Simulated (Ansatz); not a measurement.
Consider the ligand exchange at the Si–C bond: `FC1([SiH3])BO1` + `OBCl` → `[SiH3]OBCl` + `FC1BO1`.

Gas-phase electronic energies from Ansatz, PBE0-D4/def2-TZVP geometries. CCSD(T)/CBS is the MP2 limit (def2-TZVPP, def2-QZVPP) plus CCSD(T) − MP2 in def2-TZVPP, frozen cores. This one scheme is used for every species. DFT in def2-TZVPP. B3LYP here is the variant with VWN-RPA as its local correlation; programs differ in this. One conformer a species, not always the lowest.

```json
{"level": "B97M-V", "ΔE (kJ/mol)": "-98.2", "difference from CCSD(T)/CBS": "0.1"}
{"level": "PBE0-D4", "ΔE (kJ/mol)": "-89.8", "difference from CCSD(T)/CBS": "8.5"}
{"level": "r2SCAN0-D4", "ΔE (kJ/mol)": "-98.4", "difference from CCSD(T)/CBS": "-0.1"}
{"level": "BHLYP-D4", "ΔE (kJ/mol)": "-107.9", "difference from CCSD(T)/CBS": "-9.6"}
{"level": "CAM-B3LYP-D4", "ΔE (kJ/mol)": "-100.7", "difference from CCSD(T)/CBS": "-2.4"}
{"level": "ωB97X-V", "ΔE (kJ/mol)": "-96.4", "difference from CCSD(T)/CBS": "1.9"}
{"level": "ωB97M-V", "ΔE (kJ/mol)": "-95.8", "difference from CCSD(T)/CBS": "2.5"}
{"level": "PBE-QIDH", "ΔE (kJ/mol)": "-98.4", "difference from CCSD(T)/CBS": "-0.1"}
{"level": "revPBE", "ΔE (kJ/mol)": "-79.9", "difference from CCSD(T)/CBS": "18.4"}
{"level": "B3LYP", "ΔE (kJ/mol)": "-97.0", "difference from CCSD(T)/CBS": "1.3"}
{"level": "r2SCAN0", "ΔE (kJ/mol)": "-98.4", "difference from CCSD(T)/CBS": "-0.1"}
{"level": "CAM-B3LYP", "ΔE (kJ/mol)": "-100.4", "difference from CCSD(T)/CBS": "-2.1"}
{"level": "RPA@PBE/def2-TZVPP", "ΔE (kJ/mol)": "-97.9", "difference from CCSD(T)/CBS": "0.4"}
{"level": "HF/def2-SVP", "ΔE (kJ/mol)": "-109.6", "difference from CCSD(T)/CBS": "-11.3"}
{"level": "MP2/def2-SVP", "ΔE (kJ/mol)": "-93.1", "difference from CCSD(T)/CBS": "5.2"}
{"level": "MP2/CBS(def2)", "ΔE (kJ/mol)": "-101.7", "difference from CCSD(T)/CBS": "-3.4"}
{"level": "CCSD(T)/CBS", "ΔE (kJ/mol)": "-98.3", "difference from CCSD(T)/CBS": "0"}
```

Largest T1 diagnostic among the species: 0.016.

From PBE to PBE0 (25 % exact exchange), in def2-TZVPP and without D4, ΔE moves by −8.7 kJ/mol. In def2-TZVPP, CCSD(T) changes the Hartree–Fock value by +21.6 kJ/mol (the triples alone add +3.6 kJ/mol) and MP2 by +18.2 kJ/mol. Leaving LDA and LC-ωPBE aside and taking each functional with its dispersion term where it has one, the values, not all of them listed here, spread over 27.5 kJ/mol, from BHLYP-D4 to revPBE-D4.
